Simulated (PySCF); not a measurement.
S (sulfur, neutral): HSE06 calculation

Configuration: [Ne] 3s1 3p4 4s1, high-spin 5P determinant (an excited configuration). Calculation: PySCF 2.14, in aug-cc-pCVTZ-DK (8s7p5d3f, 75 functions); the spin-free X2C one-electron Hamiltonian (Gaussian nucleus).

```
Total energy                                                  : -398.4588 hartree
One-electron energy                                           : -546.9705 hartree
Hartree (Coulomb) energy                                      : 173.9553 hartree
Exchange-correlation energy                                   : -25.4437 hartree
⟨S²⟩                                                          : 6.0032
⟨L²⟩                                                          : 2.030
Sum of ⟨r⟩                                                    : 17.68 bohr
Sum of ⟨r²⟩                                                   : 45.95 bohr²
Traceless quadrupole moment −½Σ⟨3z² − r²⟩ along its main axis : -0.859 e·bohr²
Langevin diamagnetic susceptibility                           : -36.4 ×10⁻⁶ cm³/mol
```

```json
{"shell": "1s α", "electrons": "1", "mean orbital energy (hartree)": "-89.60993", "spread (hartree)": "0", "rms radius, mean of both spins (bohr)": "0.112"}
{"shell": "1s β", "electrons": "1", "mean orbital energy (hartree)": "-89.58338", "spread (hartree)": "0", "rms radius, mean of both spins (bohr)": "0.112"}
{"shell": "2s α", "electrons": "1", "mean orbital energy (hartree)": "-8.34821", "spread (hartree)": "0", "rms radius, mean of both spins (bohr)": "0.521"}
{"shell": "2s β", "electrons": "1", "mean orbital energy (hartree)": "-8.31327", "spread (hartree)": "0", "rms radius, mean of both spins (bohr)": "0.521"}
{"shell": "2p α", "electrons": "3", "mean orbital energy (hartree)": "-6.23583", "spread (hartree)": "0.02145", "rms radius, mean of both spins (bohr)": "0.494"}
{"shell": "2p β", "electrons": "3", "mean orbital energy (hartree)": "-6.20027", "spread (hartree)": "0.00057", "rms radius, mean of both spins (bohr)": "0.494"}
{"shell": "3s α", "electrons": "1", "mean orbital energy (hartree)": "-0.95268", "spread (hartree)": "0", "rms radius, mean of both spins (bohr)": "1.74"}
{"shell": "3p α", "electrons": "3", "mean orbital energy (hartree)": "-0.50691", "spread (hartree)": "0.05188", "rms radius, mean of both spins (bohr)": "2.07"}
{"shell": "3p β", "electrons": "1", "mean orbital energy (hartree)": "-0.38028", "spread (hartree)": "0", "rms radius, mean of both spins (bohr)": "2.07"}
{"shell": "4s α", "electrons": "1", "mean orbital energy (hartree)": "-0.06863", "spread (hartree)": "0", "rms radius, mean of both spins (bohr)": "4.88"}
```

The outer electron is Rydberg-like, and this basis confines it to a smaller radius and binds it less than a complete one would.

Densities and radii are taken from the X2C orbitals without a picture-change correction, which distorts them close to the nucleus.
